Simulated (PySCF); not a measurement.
## O⁺ (oxygen, charge +1) across methods

[He] 2s1 2p3 3s1, high-spin 6S determinant (an excited configuration). Calculation: PySCF 2.14, in aug-cc-pVQZ with one added diffuse shell each of s, p, d, f, g type (7s6p5d4f3g, 105 functions); the non-relativistic Hamiltonian (point nucleus).

```tsv
method	E (hartree)	mean ε 2s α (eV)	mean ε 2p α (eV)	mean ε 3s α (eV)	Σ⟨r²⟩ (bohr²)	⟨S²⟩
PBEsol	-73.1402	-51.850	-36.859	-9.651	18.51	8.750
PBE	-73.3822	-52.078	-36.952	-9.674	18.48	8.750
r2SCAN	-73.4597	-54.294	-38.102	-9.738	18.61	8.750
r2SCAN0	-73.4598	-57.830	-40.673	-10.353	18.59	8.750
revPBE	-73.4435	-52.150	-36.938	-9.643	18.57	8.750
PBE0	-73.4011	-56.305	-39.868	-10.329	18.55	8.750
LDA	-72.8957	-51.599	-36.932	-9.763	18.35	8.750
UHF	-73.34309	-68.544	-48.156	-11.982	18.91	8.750
```

**Question.** Estimate the same row for BHandHLYP.

**Answer.** E (hartree) = -73.4289; mean ε 2s α (eV) = -60.063; mean ε 2p α (eV) = -42.389; mean ε 3s α (eV) = -10.734; Σ⟨r²⟩ (bohr²) = 18.69; ⟨S²⟩ = 8.750.

The outer electron is Rydberg-like, and this basis confines it to a smaller radius and binds it less than a complete one would.
